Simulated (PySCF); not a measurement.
(Z)-1,2-dibromo-1,2-difluoroethene (C₂Br₂F₂), SMILES F/C(Br)=C(\F)Br. Coordinates come from a B3LYP-D3(BJ)/def2-SVP optimisation.

Problem. Give the equilibrium geometry at B3LYP-D3(BJ)/def2-SVP (PySCF confirms it by a frequency run) as Cartesian coordinates in Å, and its point group. (An estimate is asked for; the answer gives what the named calculation found.)

Solution. point group C2v.
```xyz
6

F      0.0000     1.3289     2.0113
C      0.0000     0.6713     0.8585
Br     0.0000     1.7624    -0.6644
C      0.0000    -0.6713     0.8585
F      0.0000    -1.3289     2.0113
Br     0.0000    -1.7624    -0.6644
```
Charge 0, spin multiplicity 1.
